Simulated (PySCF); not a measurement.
# Strontium: a sound run and one with changed settings

Sound run: Sr [Kr] 5s2, Sr⁺ [Kr] 5s1. All numbers are calculated (PySCF 2.14, scalar relativity through the core potential, in def2-TZVP with the def2 core potential (28 electrons)). In the sound run the correlated levels freeze 4s2 4p6 outside the core potential. The sound run starts from symmetry-adapted Hartree-Fock orbitals and uses a fine grid where one is needed.

Changed run: all electrons correlated in a basis built for the valence shell.

| species | method | sound run (hartree) | changed run (hartree) | converged |
| --- | --- | --- | --- | --- |
| Sr | MP2 | -30.36449 | -30.51547 | yes |
| Sr⁺ | MP2 | n/a | -30.31308 | yes |

Ionisation energy of Sr:

```json
{"method": "UHF", "sound run (eV)": "4.744", "changed run (eV)": "4.744"}
{"method": "MP2", "sound run (eV)": "5.217", "changed run (eV)": "5.507"}
{"method": "SCS-MP2", "sound run (eV)": "5.312", "changed run (eV)": "5.540"}
```

A valence basis has no tight correlating functions, so it recovers only part of the core correlation, and not evenly between atom and ion.

For comparison, NIST gives 5.695 eV between the lowest levels.
